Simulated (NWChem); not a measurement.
silylphosphine (SiPH₅); SMILES [SiH3]P

```xyz
7

Si    -0.0001     1.0857    -0.0221
P      0.0001    -1.1921    -0.0910
H     -1.2109     1.5693    -0.7367
H      1.2065     1.5696    -0.7438
H      0.0039     1.6565     1.3525
H     -1.0367    -1.3499     0.8747
H      1.0428    -1.3496     0.8684
```
Atoms are numbered in this order, from 1.

Program: NWChem. Pople sets run with spherical d functions. Geometry: optimised at B3LYP/6-31G* (spherical d). GIAO values for the isolated, static molecule; σ is the absolute isotropic shielding.

```csv
level,basis functions,σ Si1 (ppm),σ P2 (ppm),σ H3 (rotor mean) (ppm),σ H6 (ppm),relative time
PBE0/6-31G*,46,464.4,627.8,27.83,30.38,1
PBE0/6-311G**,82,433.1,601.9,27.51,29.69,2
PBE0/def2-SVP,61,480.5,653.0,27.35,29.95,1
PBE0/def2-TZVP,104,411.7,588.1,27.20,29.76,4
PBE0/IGLO-II,100,431.0,607.4,27.30,29.97,3
PBE0/IGLO-III,138,425.8,604.8,27.22,29.78,6
PBE0/pcSseg-2,156,421.2,596.3,27.23,29.56,9
```

The last column is a rough cost ratio, cheapest run = 1.
